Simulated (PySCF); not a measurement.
C7H8O.

```xyz
16

C      0.3224    -2.7575     0.0000
O     -0.6712    -1.7583     0.0000
C     -0.2763    -0.4603     0.0000
C     -1.3076     0.4956     0.0000
C     -0.9998     1.8530     0.0000
C      0.3347     2.2822     0.0000
C      1.3544     1.3301     0.0000
C      1.0632    -0.0400     0.0000
H     -0.2048    -3.7203     0.0000
H      0.9631    -2.6972    -0.8986
H      0.9631    -2.6972     0.8986
H     -2.3413     0.1402     0.0000
H     -1.8113     2.5870     0.0000
H      0.5733     3.3490     0.0000
H      2.4012     1.6492     0.0000
H      1.8806    -0.7633     0.0000
```
Charge 0, spin multiplicity 1.

Geometry: r2SCAN-D4/def2-SVP. Other conformers were not sampled.

Level of theory: KT2/pcSseg-1 in PySCF. Non-relativistic, no solvent.

### Question
Give the absolute GIAO shielding of each atom: isotropic value and principal components (ppm). (An estimate is asked for; the answer gives what the named calculation found.)

### Answer

| atom | σ(iso) | σ11 | σ22 | σ33 | span |
|---|---|---|---|---|---|
| C1 | 128.3 | 99.2 | 109.5 | 176.1 | 76.8 |
| O2 | 215.9 | 114.1 | 260.2 | 273.3 | 159.1 |
| C3 | 26.6 | -43.4 | 12.6 | 110.5 | 153.9 |
| C4 | 69.9 | -11.2 | 62.7 | 158.3 | 169.5 |
| C5 | 58.6 | -41.4 | 49.2 | 168.1 | 209.4 |
| C6 | 67.3 | -30.7 | 61.1 | 171.6 | 202.3 |
| C7 | 58.4 | -42.9 | 49.7 | 168.4 | 211.3 |
| C8 | 80.1 | -2.8 | 67.0 | 176.1 | 178.9 |
| H9 | 27.2 | 23.0 | 25.8 | 32.6 | 9.6 |
| H10 | 27.6 | 24.3 | 25.3 | 33.2 | 8.9 |
| H11 | 27.6 | 24.3 | 25.3 | 33.2 | 8.9 |
| H12 | 24.3 | 20.6 | 24.7 | 27.7 | 7.1 |
| H13 | 24.1 | 20.7 | 25.1 | 26.4 | 5.7 |
| H14 | 24.4 | 21.3 | 25.6 | 26.4 | 5.0 |
| H15 | 24.1 | 20.7 | 24.8 | 26.7 | 6.0 |
| H16 | 24.8 | 20.6 | 24.6 | 29.1 | 8.4 |
